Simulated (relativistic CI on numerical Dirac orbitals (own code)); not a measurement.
**Line list: Electric-dipole lines, Ir7+**

Method of calculation: Dirac-Coulomb-Breit CI, orbitals from a KLI potential per configuration, a model potential for QED, unscaled Slater integrals (own radial code, finite nucleus).

Configurations in the expansion (outside the closed core [Kr] 4d10): 4f14 5s2 5p6 5d2, 4f14 5s2 5p6 5d 6s, 4f14 5s2 5p6 6s2, 4f14 5s2 5p6 5d 5f, 4f14 5s2 5p6 5d 6p, 4f14 5s2 5p5 5d3, 4f14 5s2 5p6 6s 6p, 4f14 5s2 5p6 5d 5g, 4f14 5s2 5p6 5f2, 4f14 5s2 5p6 5f 6s, 4f14 5s2 5p6 6p2, 4f14 5s2 5p6 5d 6d, 4f14 5s2 5p6 5d 7s, 4f14 5s2 5p6 5f 6p, 4f14 5s 5p6 5d3, 4f14 5s2 5p5 5d2 5f, 4f14 5s2 5p6 5g2, 4f14 5s2 5p6 5d 7p, 4f14 5s2 5p6 5g 6s, 4f14 5s2 5p6 5d 6f, 4f13 5s2 5p6 5d3, 4f14 5s2 5p6 5d 7d, 4f14 5s2 5p6 5d 8s, 4f14 5s2 5p5 5d2 6s, 4f14 5s2 5p5 5d2 5g, 4f14 5s2 5p6 5g 6p, 4f14 5s2 5p6 5d 8p, 4f14 5s2 5p6 5f 5g, 4f13 5s2 5p6 5d2 6s, 4f14 5s2 5p5 5d2 6p, 4f14 5s 5p6 5d2 5f. Double excitations out of closed p, d and f shells are left out; levels of such configurations are missing from the list, as are those of other unlisted configurations, and high levels can miss mixing partners. These lack a partner that the ground configuration has and come out too high: 4f14 5s2 5p5 5d2 5f, 4f14 5s2 5p5 5d2 6s, 4f14 5s2 5p5 5d2 5g, 4f13 5s2 5p6 5d2 6s, 4f14 5s2 5p5 5d2 6p.

```tsv
λ vac (nm)	Lower	Upper	A (s⁻¹)	log gf	S velocity/length
18.376	4f14 5s2 5p6 5d2 3F_2 [1]	4f14 5s2 5p5 5d3 3F°_2 [161]	7.32e+10	0.27	0.69
20.022	4f14 5s2 5p6 5d2 3F_2 [1]	4f14 5s2 5p5 5d3 3F°_3 [136]	4.56e+10	0.28	0.69
20.681	4f14 5s2 5p6 5d2 3F_2 [1]	4f14 5s2 5p5 5d3 3G°_3 [127]	9.77e+10	0.64	0.72
21.124	4f14 5s2 5p6 5d2 3F_2 [1]	4f14 5s2 5p5 5d3 3G°_3 [122]	5.58e+10	0.42	0.74
21.388	4f14 5s2 5p6 5d2 1G_4 [7]	4f14 5s2 5p5 5d3 3H°_4 [140]	6.41e+10	0.60	0.59
21.409	4f14 5s2 5p6 5d2 1D_2 [5]	4f14 5s2 5p5 5d3 3D°_2 [132]	6.33e+10	0.34	0.73
21.427	4f14 5s2 5p6 5d2 3F_3 [2]	4f14 5s2 5p5 5d3 3F°_4 [124]	4.09e+10	0.40	0.73
21.498	4f14 5s2 5p6 5d2 3F_4 [4]	4f14 5s2 5p5 5d3 3G°_5 [129]	9.59e+10	0.86	0.73
21.670	4f14 5s2 5p6 5d2 3F_3 [2]	4f14 5s2 5p5 5d3 3G°_3 [122]	4.08e+10	0.30	0.72
21.755	4f14 5s2 5p6 5d2 3F_4 [4]	4f14 5s2 5p5 5d3 3F°_4 [125]	6.05e+10	0.59	0.68
21.989	4f14 5s2 5p6 5d2 3F_3 [2]	4f14 5s2 5p5 5d3 3F°_4 [115]	3.66e+10	0.38	0.73
23.199	4f14 5s2 5p6 5d2 1G_4 [7]	4f14 5s2 5p5 5d3 3G°_5 [116]	6.30e+10	0.75	0.80
36.452	4f14 5s2 5p6 5d2 1G_4 [7]	4f14 5s2 5p6 5d 6p 1F°_3 [24]	2.06e+10	0.46	0.84
53.073	4f14 5s2 5p6 5d 5f 3H°_6 [44]	4f14 5s2 5p6 5d 5g 3I_7 [308]	1.61e+10	1.01	1.05
54.549	4f14 5s2 5p6 5d 5f 3H°_5 [37]	4f14 5s2 5p6 5d 5g 3I_6 [232]	1.42e+10	0.92	1.06
63.084	4f14 5s2 5p6 5d 6p 3F°_2 [14]	4f14 5s2 5p6 5d 6d 3G_3 [65]	9.71e+09	0.61	0.75
71.887	4f14 5s2 5p6 5d 6p 1F°_3 [24]	4f14 5s2 5p6 5d 6d 1G_4 [105]	8.35e+09	0.76	0.67
74.618	4f14 5s2 5p6 5d 6p 3F°_3 [19]	4f14 5s2 5p6 5d 6d 3G_4 [79]	6.95e+09	0.72	0.70
74.741	4f14 5s2 5p6 5d 6p 3F°_4 [22]	4f14 5s2 5p6 5d 6d 3G_5 [93]	8.89e+09	0.91	0.73
82.637	4f14 5s2 5p6 5d 6s 3D_3 [12]	4f14 5s2 5p6 5d 6p 3F°_4 [22]	3.58e+09	0.52	0.97
```

Terms are leading LS components. Brackets give the number of a level in order of energy, since labels repeat. The list gives strong lines, with weight on those to low levels, among the lowest 400 of 2267 levels, so that lines to higher ones, which can be the strongest, are missing. Levels whose partners in the same complex of configurations lie outside the list can be far off, and so can their lines. Rates are taken at the computed energies, electric ones in the length gauge. A velocity-to-length ratio far from 1 marks an uncertain rate.

At this charge configurations can still be misplaced by up to about 7 % of their energy. Terms inside the open d or f shell come out 10 to 20 % too wide with unscaled integrals. Levels and lines within the n = 5 or 6 shells can be off by up to 10 % or somewhat more, and those that change n by about 2 %, since core polarisation is missing. 11 of the 12 excited levels that our extract of the measured tables holds in this range could be paired (the sources list more); they are missed by 2627 cm⁻¹ on average and 6641 at most, and levels without a partner can miss by more. Some levels of the ground configuration have no partner and can miss by 10 % or more. Levels that differ in their count of f electrons can be misplaced by several ten thousand cm⁻¹, since the correlation energy of f electrons is missing or only estimated; rates across such gaps can be off by orders of magnitude.

LS names give the leading component of a level, which can be under half, so a name can repeat, a term be missing and a line seem to break the LS rules.
